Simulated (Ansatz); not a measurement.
A nudged elastic band was laid between two geometries of GaH7NP (10 atoms, charge 0, multiplicity 1).

All numbers below come from Ansatz, RKS PBE0/def2-SVP.

```yaml
movable_images: 5
climbing_image: yes
spring: 5.0 eV/Å²
optimiser: quadratic models (default)
start_path: through a guess of the saddle point
force_threshold: 0.03 eV/Å
iteration_limit: 60
end_points: relaxed
```

First end point:

```xyz
10
Properties=species:S:1:pos:R:3
Ga 0.067 -0.011 0.339
N 0.084 -0.914 1.931
H -0.708 -1.425 2.299
H 0.920 -1.091 2.473
H 1.463 0.426 -0.231
H -1.250 -0.122 -0.510
P -0.571 2.572 1.198
H -1.834 3.154 0.901
H 0.208 3.728 0.910
H -0.632 2.763 2.606
```

Last end point:

```xyz
10
Properties=species:S:1:pos:R:3
Ga -0.066 0.607 0.105
N -0.106 -0.005 2.183
H -0.794 -0.739 2.351
H 0.802 -0.352 2.493
H 1.440 0.264 -0.224
H -1.223 -0.315 -0.449
P -0.581 2.904 0.247
H -1.703 2.740 1.122
H 0.328 3.187 1.317
H -0.351 0.791 2.771
```

**Question.** Which bonds break or form, and what moves?

**Answer.** Bonds broken: P7–H10. Bonds formed: N2–H10.

**Question.** Give the energies along the band, and the barrier.

**Answer.** It converged. The highest image is number 4 of 0 to 6, 57.4 kJ/mol above the first end and 136.7 kJ/mol above the last; the last end lies 79.3 kJ/mol below the first. A vibrational analysis at the climbing image gives one clearly imaginary mode, 1033i cm⁻¹: a first-order saddle point. The orbitals stay closed-shell, which can raise the energy where a bond breaks towards radicals; this wasn't checked here.

```csv
image,path coordinate (Å),energy (kJ/mol),P7–H10 (Å),N2–H10 (Å)
0,0.00,0.0,1.42,3.81
1,0.96,0.2,1.42,4.35
2,1.93,0.2,1.42,3.43
3,2.89,8.5,1.42,2.72
4,3.85,57.4,1.59,1.55
5,4.64,-20.2,2.49,1.05
6,5.43,-79.3,3.30,1.02
```

**Question.** What is the geometry of the highest image?

**Answer.** 
```xyz
10
Properties=species:S:1:pos:R:3
Ga 0.052 0.228 0.162
N -0.082 -0.195 2.083
H -0.813 -0.856 2.347
H 0.778 -0.502 2.538
H 1.538 0.316 -0.331
H -1.176 -0.300 -0.657
P -0.568 2.445 1.145
H -1.833 3.078 1.066
H 0.290 3.559 1.319
H -0.440 1.305 2.245
```

**Question.** What are the harmonic wavenumbers there?

**Answer.** 1033i, 195, 221, 254, 359, 370, 443, 520, 556, 564, 643, 721, 735, 797, 1048, 1270, 1526, 1577, 1974, 1978, 2471, 2500, 3531, 3629 cm⁻¹.

The run took 4.2 min on 2 threads of Arm Neoverse V2, on a shared host, peak memory 0.22 GiB.
